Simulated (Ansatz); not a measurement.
A run for Ansatz (a program for electronic structure): U-PBE0/def2-TZVPP on NaC, 2S+1 = 4, a spin state set in the input, which need not be the lowest.

Ansatz 0.2 input:
```yaml
crystal:
  periodic: [false, false, false]
  atoms:
    - {symbol: C, position_ang: [0.00000000, 0.00000000, 0.00000000]}
    - {symbol: Na, position_ang: [0.00000000, 0.00000000, 2.29900000]}
basis:
  gaussian:
    orbitals: def2-TZVPP
hamiltonian:
  xc: {name: PBE0}
magnetization: {spin_polarized: true, initial_magnetization: 3}
relax: {f_tol: 0.002, max_steps: 120}
```

Output:

```
Functional definition: PBE0
[...]
integrals: 0.01 GiB planned
466 factors; their error is unknown
mean field: 0.16 GiB planned
mean field evaluation 1: about -5441.2794 eV, gradient 1.8e1 eV
mean field evaluation 2: about -5432.3995 eV, gradient 3.4e1 eV
mean field evaluation 4: about -5443.7349 eV, gradient 7.4e-1 eV
mean field evaluation 8: about -5443.7698 eV, gradient 3.1e-2 eV
mean field -5443.76984634 eV, -200.0548519332 hartree, gradient 4.5e-5 eV, S^2 3.752267; 0 other end points of the search recorded, 0 dependent functions left out
the calculation of the forces begins
reference -5443.76988925 eV, -200.0548535102 hartree; 10, 7 occupied and 53, 56 virtual orbitals, 466 factors
relax step   1: F+E_penalty+E_count = -5443.76984634 eV  Δ(F+E_penalty+E_count) = +0.000e0 eV  max|allowed force component| = 3.329e-1 eV/Å  Δτ_max = 0.0000 Å  (28 SCF iters, accepted)
these checks for a lower state are left out or cut short: starts, cluster_reference, orbital_swaps, neighbouring_geometries, increment
integrals: 0.01 GiB planned
466 factors; their error is unknown
mean field: 0.16 GiB planned
mean field evaluation 16: about -5443.7486 eV, gradient 5.6e-1 eV
mean field -5443.78168826 eV, -200.0552871156 hartree, gradient 6.5e-5 eV, S^2 3.752290; 0 other end points of the search recorded, 0 dependent functions left out
the calculation of the forces begins
reference -5443.78173103 eV, -200.0552886874 hartree; 10, 7 occupied and 53, 56 virtual orbitals, 466 factors
relax step   2: F+E_penalty+E_count = -5443.78168826 eV  Δ(F+E_penalty+E_count) = -1.184e-2 eV  max|allowed force component| = 6.064e-2 eV/Å  Δτ_max = 0.0293 Å  (28 SCF iters, accepted)
these checks for a lower state are left out or cut short: starts, cluster_reference, orbital_swaps, neighbouring_geometries, increment
integrals: 0.01 GiB planned
466 factors; their error is unknown
mean field: 0.16 GiB planned
mean field -5443.78203626 eV, -200.0552999044 hartree, gradient 2.3e-5 eV, S^2 3.752295; 0 other end points of the search recorded, 0 dependent functions left out
the calculation of the forces begins
reference -5443.78207898 eV, -200.0553014744 hartree; 10, 7 occupied and 53, 56 virtual orbitals, 466 factors
relax step   3: F+E_penalty+E_count = -5443.78203626 eV  Δ(F+E_penalty+E_count) = -3.480e-4 eV  max|allowed force component| = 6.227e-4 eV/Å  Δτ_max = 0.0058 Å  (26 SCF iters, accepted)
integrals: 0.01 GiB planned
466 factors; their error is unknown
mean field: 0.16 GiB planned
mean field evaluation 32: about -5433.3562 eV, gradient 3.2e1 eV
mean field -5443.78203626 eV, -200.0552999044 hartree, gradient 2.3e-5 eV, S^2 3.752295; 1 other end points of the search recorded, 0 dependent functions left out
the calculation of the forces begins
reference -5443.78207898 eV, -200.0553014744 hartree; 10, 7 occupied and 53, 56 virtual orbitals, 466 factors
Total energy: -5443.78207898 eV, -200.0553014744 hartree
Atom 0 at    -0.000000     0.000000     0.035055 Å, force     0.000000     0.000000    -0.000623 eV/Å
Atom 1 at     0.000000    -0.000000     2.263945 Å, force    -0.000000    -0.000000     0.000623 eV/Å
Dipole moment:    -0.000000    -0.000000     1.565307 e Å
```

The calculation finished and met its thresholds.

Cost: around 6 core-seconds (rough).
